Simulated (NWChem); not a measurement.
System: CH₄F₂Si; SMILES C[SiH](F)F

All runs: NWChem. Pople sets run with spherical d functions. Geometry: optimised at PBE0/def2-SVP. Level: B3LYP/6-31G* with SMD (1 M gas to 1 M solution), gas-phase geometry. Reactions with the solvent are ignored.

For solvent water:

| Property | Result |
|---|---|
| cavity-dispersion-structure term (kcal/mol) | 3.6 |
| dipole in solution (D) | 2.64 |

Problem. How do the values read with solvent 1,4-dioxane instead?

Solution. 
* **cavity-dispersion-structure term (kcal/mol)**: 1.0
* **dipole in solution (D)**: 2.42
